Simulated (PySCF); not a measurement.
CH10Ge4N2, SMILES `[NH2][GeH2][GeH2][GeH2][GeH2][C]#N`, neutral singlet in the gas phase. 

Cartesian coordinates (Å):
```xyz
17

N      3.1641     3.1582    -0.7915
C      2.9675     2.0258    -0.9491
Ge     2.6096     0.1385    -1.1407
Ge     1.5713    -0.6576     0.9000
Ge     1.0630    -3.0231     0.7178
Ge    -0.0866    -3.8229     2.6956
N     -0.5608    -5.5751     2.3843
H      1.6928     0.0064    -2.3657
H      3.9670    -0.5216    -1.4216
H      0.2877     0.1619     1.1278
H      2.5429    -0.3916     2.0646
H      2.3781    -3.7936     0.4904
H      0.1777    -3.2220    -0.5312
H      0.8659    -3.8299     3.9052
H     -1.2689    -2.8669     3.0060
H     -0.9558    -6.0459     3.1953
H     -1.2019    -5.6984     1.6044
```
Charge 0, spin multiplicity 1.

All levels are single points at this geometry (PBE0-D3(BJ)/def2-SVP); Pople sets use spherical d functions. Orbital energies aren't observables, and empty levels follow the basis.

BP86/6-31G* in PySCF gives HOMO (eV) = -5.92.

Q: Estimate the HOMO (eV) from each of these levels: PBE-D3(BJ)/def2-TZVP in PySCF; TPSSh-D3(BJ)/def2-TZVP in PySCF; B3LYP/3-21G in PySCF; B3LYP/6-31G* in PySCF; M06-2X/6-31G* in PySCF; PBE/6-31G* in PySCF; HF/3-21G in PySCF; HF/6-31G* in PySCF.

A: 
```
level                            HOMO (eV)
-------------------------------  ---------
PBE-D3(BJ)/def2-TZVP in PySCF        -6.16
TPSSh-D3(BJ)/def2-TZVP in PySCF      -6.82
B3LYP/3-21G in PySCF                 -6.59
B3LYP/6-31G* in PySCF                -6.97
M06-2X/6-31G* in PySCF               -8.49
PBE/6-31G* in PySCF                  -5.81
HF/3-21G in PySCF                    -9.85
HF/6-31G* in PySCF                   -9.95
```
